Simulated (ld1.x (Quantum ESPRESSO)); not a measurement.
# PBE ultrasoft dataset for nickel, scalar-relativistic all-electron reference.

ld1.x (Quantum ESPRESSO) 7.5 input, shortened:

```
&input
   title='Ni', zed=28., rel=1, dft='PBE', iswitch=3,
   config='[Ar] 3d8 4s0.5 4p0'
 /
 &inputp
   pseudotype=3, tm=.true., lloc=-1, rcloc=1.75,
   nlcc=.true.,
   which_augfun='PSQ', rmatch_augfun=1.05
 /
6
4S  1  0   0.50   0.00  1.45  1.80  0.0
4S  1  0   0.00   2.50  1.45  1.80  0.0
4P  2  1   0.00   0.00  1.95  2.30  0.0
4P  2  1   0.00  -0.20  1.95  2.30  0.0
3D  3  2   8.00   0.00  1.35  1.60  0.0
3D  3  2   0.00  -1.25  1.35  1.60  0.0
 &test
   configts(1)='3d8 4s0.5 4p0'
 /
```

All-electron outer shells of the reference configuration (PBE, scalar-relativistic, ld1.x):

```
shell  level (eV)  outermost node (bohr)  outermost maximum (bohr)
   3p      -85.64                   0.27                      0.65
   3d      -22.99                      –                      0.63
   4s      -17.32                   0.91                      2.08
   4p      -11.21                   0.99                      2.54
```

Calculated quality:

```
Cutoffs needed                            : 40 Ry and 70 Ry (the cutoffs (Ry, on a coarse ladder) from which the occupation-weighted sum of valence levels, in a spherical-Bessel basis at the reference potential, stays within 10 and 1 mRy of its value at 400 Ry)
Ghost test                                : no extra level below or beside the all-electron valence levels (s, p, d, f tested) (spherical-Bessel basis up to 400 Ry, 20 bohr box)
Configuration tests                       : test run stopped at test 1 of 7 (negative rho)
Lowest eigenvalue of the overlap operator : 0.56 (s channel)
Density cutoff estimated by the generator : 352 Ry
```

Generation and tests took about 1.7 s on one core of a shared server CPU.
